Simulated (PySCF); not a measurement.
# The second ionisation energy along the third row

All values are computed (PySCF 2.14, energy differences of UHF-based or UKS calculations, no spin-orbit coupling). Values in eV. The last column holds reference values (NIST; (s) semi-empirical, (t) theoretical, else measured). Unmarked ones compare directly (S terms, centres of terms, or small fine structure); those marked * lie between the lowest fine-structure levels and include a spin-orbit shift.

```json
{"element": "Mg (aug-cc-pVDZ, non-relativistic)", "configurations": "[Ne] 3s1 → [Ne]", "LDA": "15.275", "PBE0": "15.187", "r2SCAN": "14.984", "MP2 (valence)": "n/a", "SCS-MP2 (valence)": "n/a", "CCSD (valence)": "n/a", "reference": "15.035"}
{"element": "Al (aug-cc-pV(D+d)Z, non-relativistic)", "configurations": "[Ne] 3s2 → [Ne] 3s1", "LDA": "18.921", "PBE0": "18.695", "r2SCAN": "18.410", "MP2 (valence)": "18.242", "SCS-MP2 (valence)": "18.381", "CCSD (valence)": "18.603", "reference": "18.829"}
{"element": "Si (aug-cc-pV(D+d)Z, non-relativistic)", "configurations": "[Ne] 3s2 3p1 → [Ne] 3s2", "LDA": "16.369", "PBE0": "16.441", "r2SCAN": "16.517", "MP2 (valence)": "16.000", "SCS-MP2 (valence)": "15.981", "CCSD (valence)": "16.118", "reference": "16.322"}
{"element": "P (aug-cc-pV(D+d)Z, non-relativistic)", "configurations": "[Ne] 3s2 3p2 → [Ne] 3s2 3p1", "LDA": "19.832", "PBE0": "19.830", "r2SCAN": "19.947", "MP2 (valence)": "19.496", "SCS-MP2 (valence)": "19.415", "CCSD (valence)": "19.533", "reference": "19.769 (s) *"}
{"element": "S (aug-cc-pV(D+d)Z, non-relativistic)", "configurations": "[Ne] 3s2 3p3 → [Ne] 3s2 3p2", "LDA": "23.416", "PBE0": "23.386", "r2SCAN": "23.526", "MP2 (valence)": "23.189", "SCS-MP2 (valence)": "23.025", "CCSD (valence)": "23.109", "reference": "23.338 *"}
{"element": "Ar (aug-cc-pV(D+d)Z, non-relativistic)", "configurations": "[Ne] 3s2 3p5 → [Ne] 3s2 3p4", "LDA": "27.845", "PBE0": "27.631", "r2SCAN": "27.700", "MP2 (valence)": "27.141", "SCS-MP2 (valence)": "27.109", "CCSD (valence)": "27.074", "reference": "27.630 *"}
```

Problem. Fill in the row of Cl (aug-cc-pV(D+d)Z, non-relativistic) ([Ne] 3s2 3p4 → [Ne] 3s2 3p3).

Solution. LDA 23.949; PBE0 23.802; r2SCAN 23.756; MP2 (valence) 23.053; SCS-MP2 (valence) 23.076; CCSD (valence) 23.074; reference 23.771 (eV).

"Valence" correlates the outer s and p shells and, in groups 3 to 12 and the f block, the outer d or f shell, open or full, or the next shell where the ion has no valence electron left; the wider scheme adds the next inner shell.
